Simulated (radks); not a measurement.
All-electron atom: Mo III in [Kr] 4d4. Method: scalar-relativistic Kohn-Sham, r2SCAN, spin-polarised, spherical densities, finite nucleus; open shells are filled with parallel spins first (spin-orbit coupling, left out, can overturn this in heavy ions); meta-GGA in the generalised Kohn-Sham scheme; Fermi nuclear charge, rms radius 4.4091 fm; computed with a radial shooting solver on a logarithmic mesh with Libxc functionals. Some entries of the table are withheld. Estimate them.

orbital,occ.,eigenvalue (eV),<r> (bohr)
1s down,1,-19884.09,0.03517
1s up,1,-19884.06,0.03517
2s up,1,-2836.452,0.1536
2s down,1,-2835.775,0.1536
2p up,3,-2535.041,0.1340
2p down,3,-2534.558,0.1339
3s up,1,-503.3022,0.4278
3s down,1,-503.0972,0.4279
3p up,3,-403.6164,0.4299
3p down,3,-403.3444,0.4299
3d up,5,-242.0172,(1)
3d down,5,-241.4786,(2)
4s up,1,-85.6996,1.113
4s down,1,-82.5297,1.103
4p up,3,-59.1667,(3)
4p down,3,-55.5600,(4)
4d up,4,-22.1024,1.700
4d down,0,-17.6450,1.699

Answer. 
(1) 3d up <r> (bohr): 0.4153
(2) 3d down <r> (bohr): 0.4153
(3) 4p up <r> (bohr): 1.236
(4) 4p down <r> (bohr): 1.221
